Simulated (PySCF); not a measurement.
Simulated characterisation data

All values are calculated (PySCF 2.14.0 with density-fitted response routines): coordinates at the GFN2-xTB level, GIAO PBE0/pcSseg-1 shieldings. Averaged over atoms made equivalent by symmetry, fast rotation or ring inversion, non-relativistic Hamiltonian, in vacuum, single conformer.

δ = σ(ref) − σ, references computed at the same level: TMS for $^{1}$H (31.72 ppm), $^{13}$C (186.93 ppm). Where no couplings were computed, multiplicities follow the n + 1 count of equivalent neighbours, and m marks all less simple cases (inequivalent or close neighbours, rings, F or P nearby). Shifts are as computed. Against solution values, carbons near 30 ppm lie about +3 ppm off and those near 130 ppm about +5 ppm; carbons on Cl a further +6 ppm. Of 1211 compounds with measured shifts, 218 miss one by over three times the rms of a fit or turn the order of signals round; such compounds aren't used in these exercises. Carbons bonded to Cl come out too deshielded.

Compound 1 (C6H10OSi). $^{1}$H NMR (400 MHz, computed): δ 6.59 (m, 1H), 6.55 (m, 1H), 6.00 (m, 1H), 5.33 (d, 2H), 4.80 (t, 1H), 2.74 (m, 2H), 2.13 (m, 2H). $^{13}$C{$^{1}$H} NMR (computed): δ 154.7 (C), 143.5 (CH2), 142.6 (CH), 109.5 (CH), 33.8 (CH2), 20.7 (CH2). Structure: `C=C[SiH2]OC1=CCC1`.

Compound 2 (C4H4Cl2O). $^{1}$H NMR (400 MHz, computed): δ 6.82 (s, 1H), 2.13 (s, 3H). $^{13}$C{$^{1}$H} NMR (computed): δ 200.3 (C), 88.6 (CH), 37.3 (C), 9.4 (CH3). Structure: `CC(=C=O)C(Cl)Cl`.

Compound 3 (C8H13N). $^{1}$H NMR (400 MHz, computed): δ 7.58 (t, 1H), 7.27 (d, 1H), 6.56 (m, 1H), 6.05 (m, 1H), 5.39 (m, 1H), 5.26 (m, 1H), 2.14 (m, 2H), 1.53 (m, 2H), 0.87 (t, 3H). $^{13}$C{$^{1}$H} NMR (computed): δ 169.2, 143.8, 143.6, 130.2, 119.9, 39.0, 23.3, 15.8. Structure: SMILES CCC/C=N\C=C\C=C.
